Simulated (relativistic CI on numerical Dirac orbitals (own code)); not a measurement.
# Slater and spin-orbit integrals, Xe I

These numbers are calculated, not measured: Dirac-Coulomb-Breit CI, orbitals from a KLI potential per configuration, model QED, valence Slater integrals scaled by 0.85, P86 correlation energy added to each configuration (own radial code, finite nucleus).

Slater integrals F^k, G^k are unscaled and averaged over j, outside the closed core [Kr] 4d10 5s2; ζ comes from projecting the Hamiltonian with its Breit term on Σ l·s of the shell.

- 5p5 6s: ζ(5p) = 7099.8, G^1(5p,6s) = 2650 cm⁻¹; <r>(5p) = 2.232, <r^2>(5p) = 5.707, <r>(6s) = 6.232, <r^2>(6s) = 44.26 (bohr units).
- 5p5 6p: ζ(5p) = 7145, F^2(5p,6p) = 4471.5, G^0(5p,6p) = 738.9, G^2(5p,6p) = 940.84, ζ(6p) = 242.94 cm⁻¹; <r>(5p) = 2.216, <r^2>(5p) = 5.605, <r>(6p) = 8.582, <r^2>(6p) = 83.14 (bohr units).
- 5p5 5d: ζ(5p) = 7125.5, F^2(5p,5d) = 9031.4, G^1(5p,5d) = 7656.4, G^3(5p,5d) = 4551.7, ζ(5d) = -27.584 cm⁻¹; <r>(5p) = 2.231, <r^2>(5p) = 5.698, <r>(5d) = 7.93, <r^2>(5d) = 77.62 (bohr units).

In this model ζ of a weakly bound d, f or g electron outside closed shells comes out too small, for d by up to a factor of two or three and at times with the wrong sign; that of an outer p electron is too small as well.

Correlation outside the listed configurations is missing or only estimated: errors of thousands of cm⁻¹ between configurations and terms are usual at this charge. Rates and lifetimes follow the computed energies and can be off by large factors. The fine structure of a lone outer electron comes out too small, for d and f at times inverted, and misplaced configurations move strength between like terms. 20 of the 26 excited levels that our extract of the measured tables holds in this range could be paired (the sources list more); they are missed by 870 cm⁻¹ on average and 1681 at most, and levels without a partner can miss by more.

Averages of the first 10 configurations, taken without configuration mixing, which lowers the lowest level and can move excited configurations by several eV; other configurations of the list can lie among them:

| Configuration | Parity | States | Average energy above the lowest level (eV) |
| --- | --- | --- | --- |
| 5p6 | even | 1 | 0.0 |
| 5p5 6s | odd | 12 | 9.0 |
| 5p5 6p | even | 36 | 10.2 |
| 5p5 5d | odd | 60 | 10.7 |
| 5p5 7s | odd | 12 | 11.1 |
| 5p5 7p | even | 36 | 11.5 |
| 5p5 6d | odd | 60 | 11.6 |
| 5p5 4f | even | 84 | 11.9 |
| 5p5 7d | odd | 60 | 12.0 |
| 5p5 5f | even | 84 | 12.2 |
